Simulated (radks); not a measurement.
Results of a calculation; reference values are marked as such.
All-electron atom: the boron ion B2+ in [He] 2s1. Code: a radial shooting solver on a logarithmic mesh with Libxc functionals. Model: non-relativistic Kohn-Sham, PBE, spin-polarised, spherical densities, point nucleus; open shells are filled with parallel spins first. Some entries of the table are withheld. Estimate them.

| orbital | occ. | eigenvalue (eV) | <r^2> (bohr^2) | <r> (bohr) |
|---|---|---|---|---|
| 1s up | 1 | (1) | 0.1463 | 0.3283 |
| 1s down | 1 | (2) | 0.1460 | 0.3281 |
| 2s up | 1 | (3) | 3.087 | 1.623 |

Answer. 
(1) 1s up eigenvalue (eV): -211.2860
(2) 1s down eigenvalue (eV): -210.4841
(3) 2s up eigenvalue (eV): -32.6561
